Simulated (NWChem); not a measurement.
Species: MgSiH₃OBr; SMILES [SiH3][O][Mg][Br]

```xyz
7

Mg     0.1475    -0.0812    -0.0008
Br     0.4154    -2.4064     0.0009
O     -0.0573     1.6982    -0.0021
Si    -0.2545     3.3219    -0.0032
H     -1.0318     3.7787    -1.1936
H      1.0584     4.0327    -0.0288
H     -0.9883     3.7856     1.2118
```
Atoms are numbered in this order, from 1.

The geometry was optimised at B3LYP/6-31G* (spherical d).

### Question
List the 4 lowest vertical singlet excitations from BHandHLYP/6-31G* (spherical d), TDA (NWChem).

### Answer
```csv
state,energy (eV),oscillator strength,leading excitation (squared amplitude)
S1,5.67,0.024,HOMO → LUMO (0.96)
S2,5.67,0.024,HOMO−1 → LUMO (0.96)
S3,5.98,0.055,HOMO−2 → LUMO (0.79)
S4,5.98,0.055,HOMO−3 → LUMO (0.79)
```
